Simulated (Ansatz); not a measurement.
Reaction (isomerisation): `BB(Cl)OC` → `BC(Cl)BO`

Gas-phase electronic energies from Ansatz, PBE0-D4/def2-TZVP geometries. CBS: MP2 limit from def2 TZ/QZ plus the TZ coupled-cluster correction, frozen cores. Functionals use def2-TZVPP. B3LYP here is the variant with VWN-RPA as its local correlation; programs differ in this. One conformer a species, not always the lowest.

Question: Is it downhill or uphill in electronic energy at CCSD(T)/CBS, and by how much? (Best estimate.)

Answer: The calculation gave: Uphill: ΔE = +2.7 kcal/mol.

Question: What do these levels give: PBE-D4, r2SCAN-D4, B3LYP-D4, ωB97M-V, PBE0, HF/def2-TZVPP, MP2/def2-TZVPP, CCSD/def2-TZVPP, CCSD(T)/def2-TZVPP, MP2/def2-QZVPP, SCS-MP2/def2-QZVPP, CCSD/CBS(def2)? (Estimate.)

Answer: Computed: PBE-D4 3.3, r2SCAN-D4 3.9, B3LYP-D4 4.5, ωB97M-V 2.3, PBE0 3.8, HF/def2-TZVPP 7.6, MP2/def2-TZVPP 2.4, CCSD/def2-TZVPP 4.4, CCSD(T)/def2-TZVPP 3.8, MP2/def2-QZVPP 1.8, SCS-MP2/def2-QZVPP 3.2, CCSD/CBS(def2) 3.3 kcal/mol.

Largest T1 diagnostic among the species: 0.013.

In def2-TZVPP, CCSD(T) changes the Hartree–Fock value by −3.8 kcal/mol (the triples alone add −0.6 kcal/mol) and MP2 by −5.2 kcal/mol.
